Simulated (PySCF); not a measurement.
Calculation: PBE-D3(BJ)/def2-TZVP // B3LYP-D3(BJ)/def2-TZVP in PySCF. Gas-phase values, no solvent. One relaxed conformer stands for a flexible species; it need not be the lowest. Excitations are Tamm–Dancoff values on a coarser integration grid. The basis has no diffuse functions, so Rydberg states are missing or too high.

Reference species (SMILES): `[SiH2]([SiH2][SiH2]O)[SiH3]` (neutral, multiplicity 1).

```yaml
brightest of the four lowest singlets (TDA): 5.26 eV
HOMO–LUMO gap: 4.93 eV
S1 excitation (TDA): 5.26 eV
```

Changed species: `[SiH2]([SiH3])[SiH2]O[SiH3]` (Si–O–Si–Si torsion -27°, O–Si–Si–Si torsion -179°).

Problem. What does the change do to the brightest of the four lowest singlets (TDA), HOMO–LUMO gap and S1 excitation (TDA)?

Solution. the brightest of the four lowest singlets (TDA) rises by 0.08 eV, to 5.34 eV; the HOMO–LUMO gap increases by 0.09 eV, to 5.02 eV; the S1 excitation (TDA) rises by 0.08 eV, to 5.34 eV.
